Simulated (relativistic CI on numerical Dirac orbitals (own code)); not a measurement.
## Pt⁵⁺ (5d5) in a crystal field

Calculated by Dirac-Coulomb-Breit CI, separate exchange-only KLI orbitals for each configuration, a model potential for QED, valence Slater integrals scaled by 0.9, one configuration in a parametric crystal field (own radial code). With so little scaling, terms lie 10 to 35 % too far apart, which can change the order of excited levels.

Field parameters in Wybourne normalisation: Oh B⁴₀ = 21Dq, B⁴₄ = √(5/14) B⁴₀. The field is a parameter set, without covalency.

S is read from ⟨S²⟩ = S(S + 1).

Levels (cm⁻¹, degeneracy): 0 (2), 8997 (4), 13802 (4), 14075 (2), 20441 (4), 22593 (2), 24251 (4), 25856 (2), 26893 (2), 27513 (4), 28408 (4), 28676 (2).

(1) Which field gives this pattern?
A. Oh, 10Dq = 18000 cm⁻¹
B. Oh, 10Dq = 33950 cm⁻¹
C. Oh, 10Dq = 25950 cm⁻¹
D. Oh, 10Dq = 10000 cm⁻¹

Results:

(1) C. Oh, 10Dq = 25950 cm⁻¹, ground level with S = 0.94.
